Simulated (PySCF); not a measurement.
C2H11NSi3, SMILES [Si@@H]1([SiH2]C)CN[SiH2]1. The structure is a stationary point at r2SCAN-D4/def2-SVP. The structure was generated by enumeration; whether it is a known compound was not checked. Other conformers were not sampled.

Computed equilibrium geometry at r2SCAN-D4/def2-SVP (PySCF confirms it by a frequency run) as bond lengths and angles (one conformer of several):
Atoms: C1 Si2 Si3 C4 N5 Si6 H7 H8 H9 H10 H11 H12 H13 H14 H15 H16 H17. Bonded distances (Å): C1–Si2 1.888, C1–H7 1.101, C1–H8 1.102, C1–H9 1.101, Si2–Si3 2.342, Si2–H10 1.499, Si2–H11 1.498, Si3–C4 1.945, Si3–Si6 2.342, Si3–H12 1.499, C4–N5 1.467, C4–H13 1.109, C4–H14 1.109, N5–Si6 1.746, N5–H15 1.017, Si6–H16 1.503, Si6–H17 1.501. Angles (°): Si2–C1–H7 110.9, Si2–C1–H8 110.8, Si2–C1–H9 110.9, H7–C1–H8 108.1, H7–C1–H9 108.0, H8–C1–H9 108.0, C1–Si2–Si3 112.2, C1–Si2–H10 109.9, C1–Si2–H11 110.0, Si3–Si2–H10 107.2, Si3–Si2–H11 109.7, H10–Si2–H11 107.6, Si2–Si3–C4 112.8, Si2–Si3–Si6 117.7, Si2–Si3–H12 112.2, C4–Si3–Si6 75.3, C4–Si3–H12 113.9, Si6–Si3–H12 119.7, Si3–C4–N5 97.3, Si3–C4–H13 113.6, Si3–C4–H14 112.0, N5–C4–H13 113.0, N5–C4–H14 113.8, H13–C4–H14 107.2, C4–N5–Si6 110.1, C4–N5–H15 118.4, Si6–N5–H15 131.1, Si3–Si6–N5 76.7, Si3–Si6–H16 120.0, Si3–Si6–H17 120.7, N5–Si6–H16 116.7, N5–Si6–H17 115.4, H16–Si6–H17 105.7.
